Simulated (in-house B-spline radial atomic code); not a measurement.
Successive ionisation energies of erbium; each step leads to the configuration of the next row (after the last: [Kr] 4d10 4f5/2(6) 4f7/2(4) 5s2). Dirac energy differences include first-order Breit, QED and recoil terms. NIST's values go from ground level to ground level; the uncertainty of those that are theory runs from under 0.1 % in few-electron ions to several per cent in heavy many-electron ones. Computed with an all-electron radial atomic-structure program (B-spline basis): Dirac-Hartree-Fock, jj configuration that fills j = l - 1/2 first, finite nuclei.

A number in brackets counts the electrons of a j subshell.

```tsv
ion	configuration	ionisation energy (eV)	tabulated value (eV)	computed minus tabulated (eV)	highest orbital	largest mean radius (bohr)
Er	[Xe] 4f5/2(6) 4f7/2(6) 6s2	5.03	6.1077	-1.08	6s1/2	4.3268
Er+	[Xe] 4f5/2(6) 4f7/2(6) 6s1	?	?	?	?	?
Er2+	[Xe] 4f5/2(6) 4f7/2(6)	?	?	?	?	?
Er3+	[Xe] 4f5/2(6) 4f7/2(5)	40.15	42.42	-2.27	4f7/2	1.4754
Er4+	[Xe] 4f5/2(6) 4f7/2(4)	75.61	-	-	4f7/2	1.4191
Er5+	[Kr] 4d10 4f5/2(6) 4f7/2(4) 5s2 5p1/2(2) 5p3/2(3)	91.10	96	-4.90	4f7/2	1.3872
Er6+	[Kr] 4d10 4f5/2(6) 4f7/2(4) 5s2 5p1/2(2) 5p3/2(2)	?	?	?	?	?
Er7+	[Kr] 4d10 4f5/2(6) 4f7/2(4) 5s2 5p1/2(2) 5p3/2(1)	123.63	131	-7.37	4f7/2	1.3321
Er8+	[Kr] 4d10 4f5/2(6) 4f7/2(4) 5s2 5p1/2(2)	147.63	158	-10.37	4f7/2	1.2446
Er9+	[Kr] 4d10 4f5/2(6) 4f7/2(4) 5s2 5p1/2(1)	166.50	177	-10.50	4f7/2	1.2224
```

Question: Fill in the row of Er+.

Answer: ionisation energy (eV): 11.02; tabulated value (eV): 11.916; computed minus tabulated (eV): -0.90; highest orbital: 6s1/2; largest mean radius (bohr): 3.849.

Question: Fill in the row of Er2+.

Answer: ionisation energy (eV): 20.13; tabulated value (eV): 22.7; computed minus tabulated (eV): -2.57; highest orbital: 4f7/2; largest mean radius (bohr): 1.5369.

Question: Fill in the row of Er6+.

Answer: ionisation energy (eV): 107.11; tabulated value (eV): 114; computed minus tabulated (eV): -6.89; highest orbital: 4f7/2; largest mean radius (bohr): 1.3585.

Question: Where is the largest jump?

Answer: From Er to Er+, by a factor of 2.19 (5.0278 to 11.017 eV); the highest orbital goes from 6s1/2 to 6s1/2.

Question: How far is this level of theory from the measured and semi-empirical values?

Answer: Over those 4 rows the differences run from -2.57 to -0.899 eV (mean absolute value 1.7 eV). The calculation leaves out correlation and, in open shells, the multiplet splittings that an average leaves out.
